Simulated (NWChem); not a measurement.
System: CH₅GaO₂; SMILES C[O][GaH][OH]

NWChem input:

```
start job
memory heap 200 mb stack 900 mb global 1100 mb
geometry units angstroms
  Ga    -0.285141    -0.006363     0.475596
  H     -1.523977    -0.626163     1.063515
  O      0.884496     1.071810     1.150430
  H      1.006835     1.495958     1.994915
  O     -0.175837    -0.581067    -1.146349
  C      0.565114    -0.551220    -2.350244
  H      0.887319    -1.567031    -2.594214
  H     -0.074754    -0.174274    -3.152286
  H      1.446277     0.090089    -2.269692
end
basis spherical
  * library def2-svp
end
dft
  xc pbe0
  iterations 150
end
driver
  maxiter 120
end
task dft optimize
task dft freq
```

Parts of the log:

```
             Northwest Computational Chemistry Package (NWChem) 7.3.0
             --------------------------------------------------------

 CS  symmetry detected

                             Geometry "geometry" -> ""
                             -------------------------

 Output coordinates in angstroms (scale by  1.889725989 to convert to a.u.)

  No.       Tag          Charge          X              Y              Z
 ---- ---------------- ---------- -------------- -------------- --------------
    1 Ga                  31.0000    -0.35714397     0.52543264     0.00000000
    2 H                    1.0000    -1.81405112     0.90217779     0.00000000
    3 O                    8.0000     1.07413713     1.49359742     0.00000000
    4 H                    1.0000     1.25952831     2.42829118     0.00000000
    5 O                    8.0000    -0.29979788    -1.19783432     0.00000000
    6 C                    6.0000     0.53333978    -2.34026328     0.00000000
    7 H                    1.0000     0.31936476    -2.93609423     0.89117912
    8 H                    1.0000     0.31936476    -2.93609423    -0.89117912
    9 H                    1.0000     1.59250375    -2.07121734     0.00000000

 Effective nuclear repulsion energy (a.u.)     281.7815985441

      Symmetry information
      --------------------

 Group name             Cs
 Group number              2
 Group order               2
 No. of unique centers     8

                                Z-matrix (autoz)
                                --------

 Units are Angstrom for bonds and degrees for angles

[...]

      ----------------------
      Optimization converged
      ----------------------

  Step       Energy      Delta E   Gmax     Grms     Xrms     Xmax
  ---- ---------------- -------- -------- -------- -------- --------
@    9   -2115.59270070 -1.5D-07  0.00006  0.00002  0.00073  0.00169
                                     ok       ok       ok       ok

                                Z-matrix (autoz)
                                --------

 Units are Angstrom for bonds and degrees for angles

[...]

 Rotational Constants
 --------------------
 A=   0.308261 cm-1  (  0.443509 K)
 B=   0.117520 cm-1  (  0.169081 K)
 C=   0.086476 cm-1  (  0.124417 K)

 Temperature                      =   298.15K
 frequency scaling parameter      =   1.0000

 Zero-Point correction to Energy  =   39.046 kcal/mol  (  0.062224 au)
 Thermal correction to Energy     =   43.179 kcal/mol  (  0.068810 au)
 Thermal correction to Enthalpy   =   43.771 kcal/mol  (  0.069754 au)

 Total Entropy                    =   80.759 cal/mol-K
   - Translational                =   40.192 cal/mol-K (mol. weight = 117.9546)
   - Rotational                   =   25.735 cal/mol-K (symmetry #  =        1)
   - Vibrational                  =   14.832 cal/mol-K

 Cv (constant volume heat capacity) =   20.743 cal/mol-K
   - Translational                  =    2.979 cal/mol-K
   - Rotational                     =    2.979 cal/mol-K
   - Vibrational                    =   14.785 cal/mol-K

[normal modes left out]

 ----------------------------------------------------------------------------
 Normal Eigenvalue ||           Projected Infra Red Intensities
  Mode   [cm**-1]  || [atomic units] [(debye/angs)**2] [(KM/mol)] [arbitrary]
 ------ ---------- || -------------- ----------------- ---------- -----------
    1       -0.000 ||    0.000402           0.009         0.392       0.093
    2       -0.000 ||    0.000288           0.007         0.281       0.067
    3        0.000 ||    0.000037           0.001         0.036       0.009
    4        0.000 ||    0.000174           0.004         0.169       0.040
    5        0.000 ||    0.000085           0.002         0.083       0.020
    6        0.000 ||    0.000595           0.014         0.580       0.138
    7       74.107 ||    0.000087           0.002         0.085       0.020
    8      126.949 ||    0.007603           0.175         7.412       1.758
    9      140.399 ||    0.026570           0.613        25.902       6.144
   10      279.105 ||    0.011923           0.275        11.623       2.757
   11      338.920 ||    0.075487           1.742        73.588      17.455
   12      475.942 ||    0.084604           1.952        82.476      19.563
   13      596.607 ||    0.129068           2.978       125.822      29.844
   14      635.440 ||    0.049876           1.151        48.622      11.533
   15      712.383 ||    0.079706           1.839        77.701      18.430
   16      788.213 ||    0.085410           1.970        83.262      19.749
   17     1163.938 ||    0.182366           4.207       177.780      42.168
   18     1181.016 ||    0.000033           0.001         0.032       0.008
   19     1211.753 ||    0.059411           1.371        57.916      13.737
   20     1473.993 ||    0.001416           0.033         1.381       0.327
   21     1474.078 ||    0.018428           0.425        17.964       4.261
   22     1477.994 ||    0.005935           0.137         5.785       1.372
   23     2052.252 ||    0.103995           2.399       101.380      24.047
   24     3007.871 ||    0.094533           2.181        92.156      21.859
   25     3091.603 ||    0.042628           0.983        41.556       9.857
   26     3098.172 ||    0.031654           0.730        30.858       7.319
   27     3925.468 ||    0.075360           1.739        73.465      17.426
 ----------------------------------------------------------------------------
```

Level: PBE0/def2-SVP.
